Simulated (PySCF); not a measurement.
## Excitation energy of O(2+) by level of theory

O(2+) [He] 2s2 2p2 (3P) → O(2+) [He] 2s1 2p2 3s1 (5P), as a difference of total energies. Computed with PySCF 2.14 in aug-cc-pVQZ with one added diffuse shell each of s, p, d, f, g type (7s6p5d4f3g, 105 functions), with no relativity, point nucleus. Correlated levels: valence: 1s2 frozen. The calculations carry no spin-orbit coupling.

```
           method  excitation energy (eV)
              UHF                  39.718
              LDA                  41.431
              PBE                  41.364
             PBE0                  41.358
           r2SCAN                  41.120
        BHandHLYP                  42.151
          r2SCAN0                  41.183
           revPBE                  41.440
           PBEsol                  41.217
    MP2 (valence)                  41.423
SCS-MP2 (valence)                  41.893
```

**Question.** How much does correlation contribute at MP2 (valence)?

**Answer.** 41.423 − (39.718) = 1.705 eV, measured against UHF.

The promoted electron is Rydberg-like, and one or two diffuse shells describe it only roughly, which tends to raise the upper state.
